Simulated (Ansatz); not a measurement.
C2H9AlSSi (`C[SiH](C)[S][AlH2]`) at its PBE0-D4/def2-TZVP geometry, where that method's forces vanish. Charge 0, multiplicity 1.

```xyz
14

C     0.7058    1.7445    0.4768
Si    0.0470    0.0202    0.2667
C     1.3147   -1.3041    0.5677
S    -1.8396   -0.3309    1.1135
Al   -2.1914   -0.4776   -1.1007
H    -0.0372    2.4789    0.1620
H     1.6213    1.8928   -0.1009
H     0.9318    1.9224    1.5317
H    -0.3022   -0.0957   -1.2569
H     1.5772   -1.3239    1.6289
H     0.9151   -2.2837    0.3004
H     2.2247   -1.1207   -0.0087
H    -2.7642    0.8017   -1.8364
H    -2.2030   -1.9239   -1.7441
```

(1) What forces (eV/Å) does r2SCAN-D4/def2-TZVPP give on these atoms in the Gaussian-basis code of Ansatz? (Best estimate.)

## Answers

(1) Computed: 
```
C1   0.002 -0.006 -0.005
Si2  0.003  0.000 -0.023
C3   0.000  0.006 -0.006
S4  -0.043 -0.008  0.051
Al5  0.044  0.007 -0.055
H6   0.027 -0.001  0.012
H7  -0.012  0.012  0.017
H8   0.001  0.011 -0.022
H9  -0.028 -0.006  0.004
H10  0.005 -0.011 -0.021
H11  0.024  0.012  0.012
H12 -0.007 -0.015  0.018
H13 -0.001 -0.030  0.011
H14 -0.014  0.028  0.008
```
